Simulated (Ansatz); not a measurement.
`F[SiH](F)[CH2][GeH3]` + HBr → `F[SiH](F)Br` + `[CH3][GeH3]`  (ligand exchange at the Si–C bond)

Program: Ansatz. Geometries: PBE0-D4/def2-TZVP. ΔE: electronic, gas phase. CCSD(T)/CBS is the MP2 limit (def2-TZVPP, def2-QZVPP) plus CCSD(T) − MP2 in def2-TZVPP, frozen cores. DFT in def2-TZVPP. B3LYP here is the variant with VWN-RPA as its local correlation; programs differ in this. For Br, Ge outer-core shells are correlated without core-valence functions, which leaves a few kJ/mol of doubt a bond. Scalar relativity is left out up to krypton. Each species was taken in one conformer, which may not be the lowest.

(1) Is it downhill or uphill in electronic energy at CCSD(T)/CBS, and by how much? (An estimate is asked.)

(2) What do these levels give: B3LYP-D4, ωB97X-V, ωB97M-V, B2PLYP, r2SCAN, CCSD/def2-TZVPP? (Estimate.)

Largest T1 diagnostic among the species: 0.011.

Results:

(1) Ansatz gave: Downhill: ΔE = -79.6 kJ/mol.

(2) Computed: B3LYP-D4 -80.0, ωB97X-V -79.2, ωB97M-V -79.4, B2PLYP -83.0, r2SCAN -84.0, CCSD/def2-TZVPP -76.6 kJ/mol.

In def2-TZVPP, CCSD(T) changes the Hartree–Fock value by +13.1 kJ/mol (the triples alone add +0.9 kJ/mol) and MP2 by +8.4 kJ/mol. The D4 term adds +4.3 kJ/mol with B3LYP and +2.7 kJ/mol with PBE0; it sums over pairs of atoms, weighted by their polarisabilities, and B3LYP, whose exchange is more repulsive, gets the larger term.
